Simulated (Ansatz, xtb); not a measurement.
**Two structures of CH2MgTe**

We compare I, the triplet with the links of `[CH2]1[Mg][Te]1`, with II, a singlet given by its coordinates. Both are isolated molecules in the gas phase, relaxed with B3LYP-D4/def2-TZVP.

I (Å):

```xyz
5

C     0.5488   -0.3356    0.6851
Mg    0.1302   -0.0462   -1.5576
Te   -0.6477    1.3757    0.7830
H     1.6127   -0.2219    0.8668
H     0.1166   -1.2762    1.0113
```

II (Å):

```xyz
5

C     0.6485   -0.5026    0.4969
Mg    0.0611    0.0768   -1.3657
Te   -0.7089    1.4428    0.6314
H     1.6070   -0.2484    0.9431
H     0.1528   -1.2727    1.0830
```

Close contacts (Å): C1–Mg2 2.04, C1–Te3 2.38, Mg2–Te3 2.54, C1–H4 1.09, C1–H5 1.09.

Question: Which of the two would you expect CCSD(T)/def2-TZVPP electronic energies to favour?

Answer: Structure II; the calculation gives E(II) − E(I) = −3.6 kcal/mol.

The same difference at several levels:

```csv
level,geometry,E(II) − E(I) (kcal/mol),departure from the last row (kcal/mol),"job, with rough time for the two"
B3LYP-D4/def2-TZVP,B3LYP-D4/def2-TZVP,−3.3,+0.3,"optimisation, 82 s"
HF/def2-TZVPP,B3LYP-D4/def2-TZVP,+14.4,+18.0,part of the CCSD(T) run
MP2/def2-TZVPP,B3LYP-D4/def2-TZVP,−5.2,−1.6,part of the CCSD(T) run
CCSD(T)/def2-TZVPP,B3LYP-D4/def2-TZVP,−3.6,,"single point, 2.8 min"
```

HF/def2-TZVPP puts the two in the other order. The largest departure from CCSD(T)/def2-TZVPP is that of HF/def2-TZVPP, 18.0 kcal/mol. Levels run at GFN2-xTB geometries aren't shown.

With harmonic frequencies from B3LYP-D4/def2-TZVP (ideal gas, rigid rotor, one conformer each, 298.15 K, 1 atm): on the last row, ΔE + ΔZPE = −2.8, ΔH = −3.2, ΔG = −1.6 kcal/mol.

Open shells are spin-unrestricted. The correlated steps freeze 6 core orbitals; the filled d shell of Te is correlated; the last core shell of Mg is correlated, in a basis made for valence electrons. Atoms past krypton carry core potentials in the def2 sets and no spin–orbit term is included. ΔG holds the spin degeneracy. Run with Ansatz 0.2.0; the last row on 2 threads of Intel(R) Xeon(R) Processor @ 2.70GHz on a shared host.
